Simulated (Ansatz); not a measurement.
Ansatz (a program for electronic structure) input:

Ansatz 0.2 input:
```yaml
crystal:
  periodic: [false, false, false]
  atoms:
    - {symbol: Re, position_ang: [-0.00000000, -0.00000000, -0.40844463]}
    - {symbol: Cl, position_ang: [0.00000000, 0.00000000, 1.80196162]}
basis:
  gaussian:
    orbitals: def2-TZVPD
hamiltonian:
  xc: {name: wB97X}
total_charge: -1
magnetization: {spin_polarized: true, initial_magnetization: 5}
```

### Question
What final total energy does it print?

### Answer
-538.49923 Eh (wB97X/def2-TZVPD). The basis has 89 functions.

This state (charge -1, sextet) is run at the relaxed geometry of the species with charge 0 and multiplicity 5.
